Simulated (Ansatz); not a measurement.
Ansatz (a quantum-chemistry and plane-wave program) input (RPA@PBE/cc-pVTZ):

Ansatz 0.2 input:
```yaml
crystal:
  periodic: [false, false, false]
  atoms:
    - {symbol: B, position_ang: [-0.54884393, 0.17899615, -0.12326771]}
    - {symbol: O, position_ang: [0.64554909, -0.21053489, 0.14498722]}
    - {symbol: H, position_ang: [-1.40374059, -0.51822297, -0.73511861]}
    - {symbol: H, position_ang: [-1.01643245, 1.30752138, 0.19155939]}
basis:
  gaussian:
    orbitals: cc-pVTZ
hamiltonian:
  xc: pbe
total_charge: -1
magnetization: {spin_polarized: false}
correlation: {method: rpa, electrons: outside_noble_gas}
```

Output:

```
Functional definition: PBE
integrals: 0.03 GiB planned
513 factors; integrals over basis functions are off by at most 1.6e-3 eV
mean field: 0.22 GiB planned
mean field evaluation 1: about -2752.3479 eV, gradient 3.2e1 eV
mean field evaluation 2: about -2752.3444 eV, gradient 3.2e1 eV
mean field evaluation 4: about -2754.5390 eV, gradient 6.3e0 eV
mean field evaluation 8: about -2754.6744 eV, gradient 8.2e-2 eV
mean field evaluation 16: about -2754.6744 eV, gradient 7.7e-7 eV
mean field -2754.67439244 eV, -101.2324167369 hartree, gradient 7.7e-7 eV, S^2 0.000000; 0 other end points of the search recorded, 0 dependent functions left out
2 core orbitals not correlated
reference -2741.35559408 eV, -100.7429599250 hartree; 6, 6 occupied and 80, 80 virtual orbitals, 513 factors
Total energy: -2757.42621520 eV, -101.3335443580 hartree
```

It need not be the lowest isomer of its formula. Whether it binds its extra electron was not tested at this geometry.
